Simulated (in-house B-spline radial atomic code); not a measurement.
Ionisation energies with and without relativity, with size and susceptibility from the Dirac run. Dirac energy differences include first-order Breit, QED and recoil terms. NIST's values go from ground level to ground level; the uncertainty of those that are theory runs from under 0.1 % in few-electron ions to several per cent in heavy many-electron ones. Computed with a B-spline radial code for spherical atoms: non-relativistic Hartree-Fock and Dirac-Hartree-Fock, averages of the configuration (point nuclei without relativity, finite nuclei with it).

```json
{"ion": "Ca5+", "configuration": "[Ne] 3s2 3p3", "configuration after": "[Ne] 3s2 3p2", "ionisation non-relativistic (eV)": "104.61", "ionisation Dirac Breit and QED (eV)": "104.65", "tabulated value (eV)": "108.78", "tabulated kind": "semi-empirical", "radius at density 0.001 (bohr)": "2.516", "diamagnetic susceptibility (10⁻⁶ cm³/mol)": "-6.4342"}
{"ion": "Zn5+", "configuration": "[Ar] 3d7", "configuration after": "[Ar] 3d6", "ionisation non-relativistic (eV)": "110.37", "ionisation Dirac Breit and QED (eV)": "109.77", "tabulated value (eV)": "108", "tabulated kind": "semi-empirical", "radius at density 0.001 (bohr)": "2.208", "diamagnetic susceptibility (10⁻⁶ cm³/mol)": "-7.369"}
{"ion": "Kr5+", "configuration": "[Ar] 3d10 4s2 4p1", "configuration after": "[Ar] 3d10 4s2", "ionisation non-relativistic (eV)": "?", "ionisation Dirac Breit and QED (eV)": "?", "tabulated value (eV)": "?", "tabulated kind": "semi-empirical", "radius at density 0.001 (bohr)": "?", "diamagnetic susceptibility (10⁻⁶ cm³/mol)": "?"}
{"ion": "Nb5+", "configuration": "[Ar] 3d10 4s2 4p6", "configuration after": "[Ar] 3d10 4s2 4p5", "ionisation non-relativistic (eV)": "101.23", "ionisation Dirac Breit and QED (eV)": "101.67", "tabulated value (eV)": "102.069", "tabulated kind": "semi-empirical", "radius at density 0.001 (bohr)": "2.725", "diamagnetic susceptibility (10⁻⁶ cm³/mol)": "-13.834"}
{"ion": "Ru5+", "configuration": "[Kr] 4d3", "configuration after": "[Kr] 4d2", "ionisation non-relativistic (eV)": "75.23", "ionisation Dirac Breit and QED (eV)": "74.48", "tabulated value (eV)": "76", "tabulated kind": "tabulated theory", "radius at density 0.001 (bohr)": "2.815", "diamagnetic susceptibility (10⁻⁶ cm³/mol)": "-15.545"}
{"ion": "Ag5+", "configuration": "[Kr] 4d6", "configuration after": "[Kr] 4d5", "ionisation non-relativistic (eV)": "85.67", "ionisation Dirac Breit and QED (eV)": "84.79", "tabulated value (eV)": "82", "tabulated kind": "tabulated theory", "radius at density 0.001 (bohr)": "2.728", "diamagnetic susceptibility (10⁻⁶ cm³/mol)": "-16.08"}
{"ion": "Ba5+", "configuration": "[Kr] 4d10 5s2 5p3", "configuration after": "[Kr] 4d10 5s2 5p2", "ionisation non-relativistic (eV)": "?", "ionisation Dirac Breit and QED (eV)": "?", "tabulated value (eV)": "?", "tabulated kind": "tabulated theory", "radius at density 0.001 (bohr)": "?", "diamagnetic susceptibility (10⁻⁶ cm³/mol)": "?"}
{"ion": "Pb5+", "configuration": "[Xe] 4f14 5d9", "configuration after": "[Xe] 4f14 5d8", "ionisation non-relativistic (eV)": "87.20", "ionisation Dirac Breit and QED (eV)": "85.22", "tabulated value (eV)": "82.9", "tabulated kind": "tabulated theory", "radius at density 0.001 (bohr)": "2.851", "diamagnetic susceptibility (10⁻⁶ cm³/mol)": "-24.496"}
```

(1) Fill in the row of Kr5+.

(2) Fill in the row of Ba5+.

Answers

(1) ionisation non-relativistic (eV): 76.58; ionisation Dirac Breit and QED (eV): 76.83; tabulated value (eV): 78.49; radius at density 0.001 (bohr): 2.865; diamagnetic susceptibility (10⁻⁶ cm³/mol): -10.939.

(2) ionisation non-relativistic (eV): 71.01; ionisation Dirac Breit and QED (eV): 71.65; tabulated value (eV): 71; radius at density 0.001 (bohr): 3.25; diamagnetic susceptibility (10⁻⁶ cm³/mol): -23.067.
